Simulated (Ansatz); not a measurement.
Isolated molecules relaxed with PBE0-D4/def2-TZVP in Ansatz; ΔE leaves out vibrations. CCSD(T)/CBS is the MP2 limit (def2-TZVPP, def2-QZVPP) plus CCSD(T) − MP2 in def2-TZVPP, frozen cores. This one scheme is used for every species. DFT in def2-TZVPP. B3LYP here is the variant with VWN-RPA as its local correlation; programs differ in this. One conformer a species, not always the lowest.

Consider the formal exchange of groups at the Si–C bond: `C[Si](N)(O)O[SiH3]` + SiH₄ → `N[Si](O)([SiH3])O[SiH3]` + CH₄.

```tsv
level	ΔE (kJ/mol)
r2SCAN-D4	8.3
B3LYP-D4	7.3
ωB97X-V	11.6
PBE0	4.9
```

(1) What does CCSD(T)/CBS give? (Estimate.)

Largest T1 diagnostic among the species: 0.012.

Answers

(1) The calculation gave: +12.3 kJ/mol. The listed levels differ from it by -4.0, -5.0, -0.7, -7.4 kJ/mol.

In def2-TZVPP, CCSD(T) changes the Hartree–Fock value by −9.0 kJ/mol (the triples alone add −1.9 kJ/mol) and MP2 by −5.2 kJ/mol. From PBE to PBE0 (25 % exact exchange), in def2-TZVPP and without D4, ΔE moves by +6.0 kJ/mol.
